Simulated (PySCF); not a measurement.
**CH2BrF: core ionisation energies**

CH₂BrF.
Cartesian coordinates in Å at the PBE0-D3(BJ)/def2-SVP level; atoms count from 1:
```xyz
5
CH2BrF angstrom
F      0.4010    1.3012   -0.2045
C     -0.1434    0.0906   -0.0107
Br     1.2236   -1.2724    0.1678
H     -0.7229    0.0760    0.9227
H     -0.7583   -0.1954   -0.8752
```

Level of theory: delta-SCF UKS SCAN, pcX-2 on the ionised atom, pcseg-1 elsewhere, spin-free X2C (PySCF). Vertical ΔSCF values, vacuum level as zero.

Task: Give the core binding energies atom by atom.

Result: 
```csv
atom(s),environment,level,binding energy (eV),count
C2,sp3 C–F carbon,C 1s,294.73,1
F1,alkyl fluorine,F 1s,693.56,1
```

Task: Which effective nuclear charge Zeff reproduces each element's mean 1s value in the hydrogen-like formula E = 13.606 eV × Zeff²?

Result: C (Z = 6): mean 294.7 eV, Zeff = 4.65, Z − Zeff = 1.35; F (Z = 9): mean 693.6 eV, Zeff = 7.14, Z − Zeff = 1.86. Means run over the listed sites, weighted by atom count.

No level of bromine is listed. Geometry: PBE0-D3(BJ)/def2-SVP; no solvent, vibrations or thermal averaging.
